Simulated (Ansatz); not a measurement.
`C[N]1[CH2][GeH2]1` → `[CH2]` (triplet) + `[CH2]1[NH][GeH2]1`  (formal loss of a carbene)

Program: Ansatz. Geometries: PBE0-D4/def2-TZVP. ΔE: electronic, gas phase. CBS: MP2 limit from def2 TZ/QZ plus the TZ coupled-cluster correction, frozen cores. This one scheme is used for every species. Functionals use def2-TZVPP. B3LYP here is the variant with VWN-RPA as its local correlation; programs differ in this. Triplets are unrestricted, without spin–orbit coupling. For Ge outer-core shells are correlated without core-valence functions, which leaves a few kJ/mol of doubt a bond. Scalar relativity is left out up to krypton.

CCSD(T)/CBS gives +409.0 kJ/mol.

Another level gave +398.4 kJ/mol. Which?
A. r2SCAN-D4/def2-TZVPP
B. CCSD(T)/def2-TZVPP
C. B3LYP-D4/def2-TZVPP
D. SCS-MP2/def2-TZVPP

B. CCSD(T)/def2-TZVPP 398.4, r2SCAN-D4 386.1, SCS-MP2/def2-TZVPP 413.0, B3LYP-D4 404.3 kJ/mol.

Largest T1 diagnostic among the species: 0.012.

The D4 term adds +11.6 kJ/mol with B3LYP and +6.3 kJ/mol with PBE0; it sums over pairs of atoms, weighted by their polarisabilities, and B3LYP, whose exchange is more repulsive, gets the larger term. From PBE to PBE0 (25 % exact exchange), in def2-TZVPP and without D4, ΔE moves by −8.7 kJ/mol.
